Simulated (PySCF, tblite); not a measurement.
Isomers of C7H4F (doublet state). Level: GFN2-xTB in tblite, geometry and Hessian alike; calculated harmonic values, unscaled, isolated species. The method is semi-empirical: single wavenumbers can be off by several per cent or more. One conformer each. Open shells enter through the occupations alone, without spin polarisation, and single modes of such species can be off by tens of per cent.

Electronic energies: B3LYP/pcH-1 single points on the GFN2-xTB geometries (PySCF, gas phase).

| SMILES | electronic energy, lowest = 0 (kJ/mol) |
| --- | --- |
| C#CC1=C(F)C[C]=C1 | 163.4 |
| C#CC1=C(F)[CH]C=C1 | 0.0 |
| C#CC1=C(F)CC=[C]1 | 163.0 |

Question: How do GFN2-xTB zero-point energies change the relative energies?

Answer: 
```json
{"SMILES": "C#CC1=C(F)[CH]C=C1", "ZPE (kJ/mol)": "206.5", "of it from modes above 1550 cm⁻¹": "99.4", "electronic (kJ/mol)": "0.0", "with ZPE, lowest = 0 (kJ/mol)": "0.0", "lowest mode (cm⁻¹)": "115", "rings": "1"}
{"SMILES": "C#CC1=C(F)CC=[C]1", "ZPE (kJ/mol)": "207.0", "of it from modes above 1550 cm⁻¹": "107.5", "electronic (kJ/mol)": "163.0", "with ZPE, lowest = 0 (kJ/mol)": "163.5", "lowest mode (cm⁻¹)": "119", "rings": "1"}
{"SMILES": "C#CC1=C(F)C[C]=C1", "ZPE (kJ/mol)": "207.2", "of it from modes above 1550 cm⁻¹": "107.8", "electronic (kJ/mol)": "163.4", "with ZPE, lowest = 0 (kJ/mol)": "164.2", "lowest mode (cm⁻¹)": "119", "rings": "1"}
```

The zero-point energies span 0.7 kJ/mol, from `C#CC1=C(F)[CH]C=C1` to `C#CC1=C(F)C[C]=C1`. The order is unchanged.

Question: And how do the electronic energies of GFN2-xTB itself compare?

Answer: `C#CC1=C(F)[CH]C=C1` 0.0; `C#CC1=C(F)CC=[C]1` 175.0; `C#CC1=C(F)C[C]=C1` 166.6 kJ/mol, lowest = 0. Against the energies above, taken from the same isomer `C#CC1=C(F)[CH]C=C1`, the largest difference is 12.0 kJ/mol.

Question: What do entropy and thermal enthalpy add at 298.15 K and 1 bar (rigid rotor, harmonic oscillator, one conformer each)?

Answer: 
```csv
SMILES,point group,symmetry number,S (J/(mol K)),H − H(0) (kJ/mol),ZPE + H − H(0) − TS (kJ/mol)
C#CC1=C(F)[CH]C=C1,Cs,1,353.2,21.34,122.6
C#CC1=C(F)CC=[C]1,Cs,1,355.2,21.64,122.7
C#CC1=C(F)C[C]=C1,Cs,1,356.0,21.73,122.8
```

S holds R ln(2S + 1) for the spin.
